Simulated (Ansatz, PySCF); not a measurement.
Process, species as SMILES: O=BF + 3 [H][H] (H2) -> B (BH3) + F (HF) + O (H2O)
Structures are relaxed separately at B3LYP-D3(BJ)/def2-TZVP in Ansatz (an electronic-structure program).

Property: energy of full hydrogenation (enthalpy at 298 K, with B3LYP-D3(BJ) rigid-rotor harmonic-oscillator terms from PySCF), in kcal/mol. Cores are frozen in the correlated levels unless marked. Spin-orbit coupling is left out. No relativistic terms. CBS marks a two-point X^-3 extrapolation of the correlation energy; Hartree-Fock from the larger set.

```
level                     program  energy of full hydrogenation (kcal/mol)
------------------------  -------  ---------------------------------------
PW6B95/def2-TZVPD           PySCF                                     42.0
B2GP-PLYP/def2-TZVPD       Ansatz                                     42.1
MP2/CBS(cc-pVTZ,cc-pVQZ)   Ansatz                                     42.5
RI-MP2/aug-cc-pVQZ         Ansatz                                     41.5
```

Task: Estimate the value at CCSD(T)/CBS(aug-cc-pVTZ,aug-cc-pVQZ) as computed with Ansatz.

Result: 39.1 kcal/mol
